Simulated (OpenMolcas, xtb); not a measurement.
**CH7GaSi (SMILES [CH3][GaH][SiH3]): the HOMO–LUMO gap, rung by rung**

The species is CH7GaSi (10 atoms), meant as a singlet with charge 0. SMILES: `[CH3][GaH][SiH3]`. The shape is that of a PBE0-D4/def2-TZVP optimisation.

Each level gives the HOMO–LUMO gap (eV). The values are calculated.

```tsv
level	kind	program	value (eV)	CPU time
GFN1-xTB	semi-empirical	xtb	3.65	under 2 s
HF/6-31G* (spherical functions)	Hartree–Fock	OpenMolcas	10.79	14 s
SVWN5/6-31G* (spherical functions)	LDA	OpenMolcas	3.60	36 s
PBE/6-31G* (spherical functions)	GGA	OpenMolcas	3.73	47 s
TPSS/6-31G* (spherical functions)	meta-GGA	OpenMolcas	3.99	60 s
M06-2X/6-31G* (spherical functions)	hybrid meta-GGA	OpenMolcas	7.05	58 s
PBE0/6-31G* (spherical functions)	global hybrid	OpenMolcas	5.60	47 s
B3LYP/6-31G* (Cartesian functions)	global hybrid	OpenMolcas	5.13	51 s
B2PLYP/6-31G* (spherical functions)	double hybrid	OpenMolcas	7.49	25 s
```

All-electron rows without a relativistic Hamiltonian named are non-relativistic. The values span 3.60 to 10.79 eV. Orbital gaps aren't excitation energies, and those of double hybrids come from the SCF part alone; they tend to grow with the share of exact exchange. CPU times are rough (shared hosts, several kinds of processor): they show what a rung costs within a factor of a few.
